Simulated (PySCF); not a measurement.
Computed spin Hamiltonian

C4H5F2N (charge -1 and doublet state).
Z-matrix (Å and degrees, GFN2-xTB geometry), rows numbered from 1:
```
C 
C   1  1.5096
N   2  1.3234  1  115.86
C   2  1.3996  1  117.04  3   179.06
F   4  1.4037  2  115.98  1   176.39
C   4  1.3959  2  132.53  1     6.21
F   6  1.3972  4  120.56  2   -27.44
H   1  1.0906  2  110.74  3   125.24
H   1  1.0906  2  111.03  3  -115.09
H   1  1.0880  2  108.63  3     4.94
H   3  1.0231  2  110.59  1  -179.97
H   6  1.0821  4  120.23  2  -171.41
```

The hyperfine couplings belong to this conformer and change with its torsions.

Identity: `C[C]([NH-])/C(F)=C\F` [radical] (charge -1).

Computed, not measured: PySCF, UKS B3LYP, pcH-1 on C F H N, non-relativistic, mean-field spin-orbit, GIAO. Whether the extra electron is bound in the gas phase wasn't checked; a finite basis holds it in any case. A GFN2-xTB geometry isn't a minimum of the functional, and hyperfine couplings can be far from their values at a DFT geometry, by a factor of two or more for some ions and for spin on atoms past the first row. The frame is twisted about the C4–C6 bond at this geometry (dihedral F5–C4–C6–H12 = 18°); couplings at other torsion angles weren't computed. Stability of the SCF solution: not tested.

| Quantity | Value |
| --- | --- |
| g1, g2, g3 | 2.00205, 2.00379, 2.00417 |
| g_iso | 2.00334 |
| Form of g | rhombic: the two nearest values differ by 18 % of g3 − g1 |
| ⟨S²⟩ | 0.7622 (exact 0.7500) |
| α and β electrons | 28, 27 |
| Total energy | -409.84242 Eh |

Hyperfine couplings atom by atom, in MHz; T1 to T3 are the principal values of the dipolar part:

```json
{"atom": "C1", "isotope": "13C", "a_iso": "-6.2", "T1": "-0.7", "T2": "-0.1", "T3": "0.8", "Mulliken spin population": "-0.01"}
{"atom": "C2", "isotope": "13C", "a_iso": "-5.4", "T1": "-12.1", "T2": "-8.1", "T3": "20.2", "Mulliken spin population": "0.09"}
{"atom": "N3", "isotope": "14N", "a_iso": "12.8", "T1": "-16.6", "T2": "-16.4", "T3": "33.0", "Mulliken spin population": "0.35"}
{"atom": "C4", "isotope": "13C", "a_iso": "-0.4", "T1": "-14.4", "T2": "-10.7", "T3": "25.1", "Mulliken spin population": "0.09"}
{"atom": "F5", "isotope": "19F", "a_iso": "25.6", "T1": "-25.1", "T2": "-15.2", "T3": "40.4", "Mulliken spin population": "0.00"}
{"atom": "C6", "isotope": "13C", "a_iso": "129.1", "T1": "-43.9", "T2": "-40.5", "T3": "84.4", "Mulliken spin population": "0.48"}
{"atom": "F7", "isotope": "19F", "a_iso": "165.5", "T1": "-127.5", "T2": "-96.5", "T3": "224.0", "Mulliken spin population": "0.02"}
{"atom": "H8", "isotope": "1H", "a_iso": "6.4", "T1": "-3.1", "T2": "-0.6", "T3": "3.6", "Mulliken spin population": "0.00"}
{"atom": "H9", "isotope": "1H", "a_iso": "10.6", "T1": "-2.4", "T2": "-0.8", "T3": "3.2", "Mulliken spin population": "0.00"}
{"atom": "H10", "isotope": "1H", "a_iso": "0.1", "T1": "-2.3", "T2": "-1.1", "T3": "3.4", "Mulliken spin population": "0.00"}
{"atom": "H11", "isotope": "1H", "a_iso": "-20.7", "T1": "-17.2", "T2": "-4.7", "T3": "21.9", "Mulliken spin population": "-0.01"}
{"atom": "H12", "isotope": "1H", "a_iso": "-10.1", "T1": "-19.3", "T2": "-1.5", "T3": "20.8", "Mulliken spin population": "-0.02"}
```

The largest Mulliken spin populations are on C6 (+0.48), N3 (+0.35), C2 (+0.09) and C4 (+0.09).

C2, the radical centre as drawn in `C[C]([NH-])/C(F)=C\F`, holds a spin population of +0.09 out of 1.

Axes: g3 points within 15° of the C6–F7 bond.

Under fast tumbling the dipolar parts average out, and these isotropic splittings remain: 1 × 19F (F7, I = 1/2, 2 lines) with 5.90 mT, 1 × 19F (F5, I = 1/2, 2 lines) with 0.91 mT, 1 × 1H (H11, I = 1/2, 2 lines) with 0.74 mT, 1 × 14N (N3, I = 1, 3 lines) with 0.46 mT, 1 × 1H (H12, I = 1/2, 2 lines) with 0.36 mT and 3 × 1H (H8/H9/H10, I = 1/2, 4 lines) with 0.20 mT.

Means are taken over nuclei equivalent by connectivity, which assumes that they swap fast. The three 1H nuclei of mean +5.7 MHz run from 0.1 to 10.6 MHz in the frozen geometry.

The 13C coupling of C6 (129.1 MHz) shows only in satellite lines or after enrichment, since that isotope makes up about 1.07 % of natural carbon.
